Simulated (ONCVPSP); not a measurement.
## Before and after: ONCV potential for beryllium (Be)

```
Element                 : beryllium
Generator               : ONCVPSP 4.0.1
Type                    : optimised norm-conserving Vanderbilt (ONCV)
Functional              : LDA (Perdew-Zunger)
Relativity              : scalar-relativistic
Frozen core             : none
Valence charge          : 4
Reference configuration : 1s2 2s2
Partial waves           : 1s+2s: rc 0.70 bohr, ncon 4, nbas 7, qcut 16.6 1/bohr, 3 projectors, debl 3.2 Ha; p scattering state at 0.44 Ha: rc 0.65 bohr, ncon 4, nbas 8, qcut 12.9 1/bohr, 3 projectors, debl 2.4 Ha; d scattering state at 0.39 Ha: rc 0.70 bohr, ncon 4, nbas 9, qcut 13.7 1/bohr, 2 projectors, debl 2.1 Ha
Local potential         : polynomial inside 0.65 bohr (lpopt 5, dvloc0 0 Ha)
Core correction         : none
```

All-electron outer shells of the reference configuration (LDA (Perdew-Zunger), scalar-relativistic, ld1.x):

```
shell  level (eV)  outermost node (bohr)  outermost maximum (bohr)
   1s     -104.93                      –                      0.27
   2s       -5.61                   0.60                      2.04
```

Change: s: qcut 18.9; p: qcut 14.7; d: qcut 15.6.

Cutoffs: the cutoffs (Ha) at which the residual kinetic energy of the hardest occupied pseudo-wave falls to 1 and 0.1 mHa per electron; they do not see the model core or the augmentation charge, which bear on the density cutoff. Errors are all-electron minus pseudo energies relative to the spin-unpolarised reference configuration.

Task: Predict the effect on cutoff, ghosts and configuration errors.

Result: The potential gets harder (106 Ha and 123 Ha → 118 Ha and 140 Ha); of the 4 tests that both files solve, the error grows in 0 and shrinks in 1 by more than 15 % and 0.3 meV (median size 1.4 → 1.2 meV); neither file shows a bound ghost.

| quantity | base | changed |
| --- | --- | --- |
| cutoff, loose | 106 Ha | 118 Ha |
| cutoff, tight | 123 Ha | 140 Ha |
| bound ghosts | none | none |
| GHOST(+) flags under 300 eV | none | none |
| error for 1s2 2s1, meV [ΔE 9.52 eV] | +0.3 | +0.3 |
| error for 1s2 2s0, meV [ΔE 27.30 eV] | +2.4 | +2.1 |
| error for 1s2 2s1.5, meV [ΔE 3.75 eV] | +0.1 | 0.0 |
| error for 1s2 2s0 2p1, meV [ΔE 13.33 eV] | +3.9 | +3.2 |
| s: phases at 0.71 bohr within 0.05 rad from the reference energy up to (Ha; the scan ends near 5) | to the end of the scan | to the end of the scan |
| p: phases at 0.66 bohr within 0.05 rad from the reference energy up to (Ha; the scan ends near 5) | to the end of the scan | to the end of the scan |
| d: phases at 0.71 bohr within 0.05 rad from the reference energy up to (Ha; the scan ends near 5) | to the end of the scan | to the end of the scan |
